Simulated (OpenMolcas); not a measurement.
## Computed levels of Ir

```json
{
 "Program": "OpenMolcas 26.06",
 "Method": "SS-CASPT2, IPEA 0.25 Eh, imaginary shift 0.1 Eh (closed shells correlated: 5s 5p 6s)",
 "Basis": "ANO-RCC-VQZP [9s8p6d4f2g1h]",
 "Scalar Hamiltonian": "DKH2, point nucleus",
 "Active space": "7 electrons in 5 orbitals (5d)",
 "State averaging": "2S+1 = 4 even, 10 roots; 2S+1 = 2 even, 40 roots",
 "Spin-orbit coupling": "state interaction with AMFI integrals over the reference wave functions, term energies averaged over their components"
}
```

With spin-orbit coupling, above the lowest level:

| Configuration | Term | J | E (cm-1) | Measured (cm-1) | g | Term weight % | Second |
| --- | --- | --- | --- | --- | --- | --- | --- |
| 5d7 6s2 | 4F | 9/2 | 0.0 | 0.0 | 1.298 | 85 | 15 2G |
| 5d7 6s2 | 4F | 7/2 | 7360 | 7107 | 1.225 | 96 | 4 2G |
| 5d7 6s2 | 2P | 3/2 | 8290 |  | 1.050 | 35 | 24 4F |
| 5d7 6s2 | 4F | 5/2 | 8550 | 9878 | 1.131 | 60 | 24 2D(1) |
| 5d7 6s2 | 4F | 3/2 | 12760 |  | 0.994 | 47 | 34 4P |
| 5d7 6s2 | 4P | 5/2 | 13760 | 12952 | 1.480 | 78 | 20 4F |
| 5d7 6s2 | 2G | 9/2 | 14650 | 13940 | 1.087 | 59 | 28 2H |
| 5d7 6s2 | 4P | 1/2 | 16610 |  | 2.039 | 68 | 32 2P |
| 5d7 6s2 | 2H | 11/2 | 19420 |  | 1.091 | 100 |  |
| 5d7 6s2 | 2G | 7/2 | 20020 | 17779 | 0.933 | 83 | 14 2F |
| 5d7 6s2 | 4P | 3/2 | 22790 |  | 1.210 | 40 | 21 2P |
| 5d7 6s2 | 2D(1) | 5/2 | 23070 |  | 1.195 | 70 | 19 4F |
| 5d7 6s2 | 2F | 5/2 | 26620 | 26404 | 0.899 | 88 | 6 2D(2) |
| 5d7 6s2 | 2P | 1/2 | 26710 |  | 1.298 | 68 | 32 4P |
| 5d7 6s2 | 2H | 9/2 | 27310 |  | 0.970 | 71 | 27 2G |
| 5d7 6s2 | 2F | 7/2 | 31570 |  | 1.113 | 85 | 13 2G |
| 5d7 6s2 | 2D(1) | 3/2 | 32560 |  | 0.995 | 41 | 29 2P |
| 5d7 6s2 | 2D(2) | 3/2 | 43620 |  | 0.818 | 81 | 12 2D(1) |
| 5d7 6s2 | 2D(2) | 5/2 | 46470 |  | 1.183 | 90 | 8 2F |

Against the 6 measured excited levels shown (NIST Handbook of Basic Atomic Spectroscopic Data) the mean absolute deviation is 930 cm-1; the largest miss in energy is 5d7 6s2 2G 7/2: computed 20020, measured 17779 cm-1 (+12.6 %).

Spin-orbit coupling puts the lowest level 8111 cm-1 below the lowest spin-free term.

A least-squares Racah fit to the terms below 60000 cm-1, each weighted by 2L + 1 and with a free common offset, gives B = 554 cm-1 and C = 2668 cm-1 (C/B = 4.82), with an rms deviation of 299 cm-1.

CASPT2 breaks the degeneracy within a term, and the mean is taken; among the terms shown or strongly mixed into the levels shown the widest spread is 1300 cm-1 (5d7 6s2 2H). Some levels mix across a computed gap that differs much from the measured one, so their mixing is not that of the real levels. With the s shell closed, the reference lacks s² → p², s² → d² and s → d mixing, so excited terms can stand far too high and out of order, with CASPT2 too. The CASPT2 spread within a term exceeds the gap to the next term for 5d7 6s2 2P and 5d7 6s2 2H, 5d7 6s2 2H and 5d7 6s2 2D(1), so the order of their levels is uncertain. Measured partners are found by configuration, term and J. A level has none where our copy of the source lacks it or the pairing is in doubt (some pairs that miss far off the trend of their configuration count as doubtful), and it then counts in no deviation. Only configurations of the active space appear.

The term weight is that of the spin-free term in the level, not the purity of its configuration. A number in round brackets counts repeated terms of one configuration in the order of the reference energies.
